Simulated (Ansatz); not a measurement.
`O=C[CH2][ZnH]`, relaxed with RKS PBE0-D4/def2-TZVP in Ansatz from a PBE-D4/def2-SVP geometry. The force threshold is 0.005 eV/Å; the program also tests the step.

The species carries charge 0 and has multiplicity 1.

Start:

```xyz
8

O     0.884    1.780   -0.817
C     0.960    0.616   -0.457
C    -0.133   -0.387   -0.512
Zn   -1.112   -0.348    1.200
H     1.925    0.220    0.002
H    -0.872   -0.130   -1.301
H     0.253   -1.420   -0.641
H    -1.906   -0.331    2.525
```

How much energy does the relaxation release, and in how many steps? (Best estimate.)

Ansatz gave: 0.77 kcal/mol, in 7 steps, 1 of them rejected.

Which bonds change most? (An estimate is asked.)

Ansatz gave: C2–H5 from 1.139 to 1.114 Å; C3–H7 from 1.110 to 1.092 Å; C3–H6 from 1.111 to 1.093 Å; C2–C3 from 1.484 to 1.469 Å.

Give the relaxed structure. (Best estimate.)

The calculation gave: 
```xyz
8

O     0.855    1.767   -0.757
C     0.958    0.603   -0.452
C    -0.121   -0.394   -0.508
Zn   -1.114   -0.337    1.194
H     1.928    0.219   -0.061
H    -0.853   -0.142   -1.281
H     0.262   -1.408   -0.641
H    -1.914   -0.307    2.506
```
